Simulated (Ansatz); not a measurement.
`Cl[SiH2][SeH]` + H₂S → `S[SiH2]Cl` + H₂Se at 700 K and 1 bar (ligand exchange at the Si–Se bond).

Program: Ansatz. Geometries: PBE0-D4/def2-TZVP. ΔE: electronic, gas phase. CBS: MP2 limit from def2 TZ/QZ plus the TZ coupled-cluster correction, frozen cores. This one scheme is used for every species. For Se outer-core shells are correlated without core-valence functions, which leaves a few kJ/mol of doubt a bond. Scalar relativity is left out up to krypton. Each species was taken in one conformer, which may not be the lowest.

```csv
species,CCSD(T)/CBS energy (Eh),H − E (kJ/mol),S (J/(mol·K))
`Cl[SiH2][SeH]`,-3151.43476,124.3,403.7
H₂S,-398.97279,64.8,236.9
`S[SiH2]Cl`,-1148.50980,126.8,380.7
H₂Se,-2401.89790,61.1,251.1
```

H − E and S are ideal-gas, rigid-rotor, harmonic terms from PBE0-D4/def2-TZVP, for one conformer and one mirror image of each species. 1 Eh = 2625.50 kJ/mol, R = 8.31446 J/(mol·K).

**Question.** By hand: ΔE, ΔH, ΔS and ΔG.

**Answer.** ΔE = (-1148.50980) + (-2401.89790) − (-3151.43476) − (-398.97279) = -0.00015 Eh = -0.4 kJ/mol. Δ(H − E) = 126.8 + 61.1 − 124.3 − 64.8 = -1.2, so ΔH = -1.6 kJ/mol. ΔS = 380.7 + 251.1 − 403.7 − 236.9 = -8.8 J/(mol·K). ΔG = -1.6 − 700 × (-8.8)/1000 = 4.6 kJ/mol.

**Question.** By hand: the equilibrium constant, and the temperature at which ΔG would vanish if ΔH and ΔS stayed fixed.

**Answer.** log₁₀ K = −ΔG/(RT ln 10) = -0.3. ΔG = 0 at ΔH/ΔS = 182 K, though so small a ΔH makes that figure unsure.

TΔS isn't small against ΔH here. The sign of ΔG lies within the doubt. A doubt of 5 kJ/mol in ΔE shifts log₁₀ K by 0.4 here. Other conformers and mirror images would add mixing entropy, several J/(mol·K) or more a flexible species. These are equilibria of isolated gas molecules and say nothing of rates. Largest T1 diagnostic: 0.010 (customary marks: 0.02 for closed shells, 0.045 for open ones).
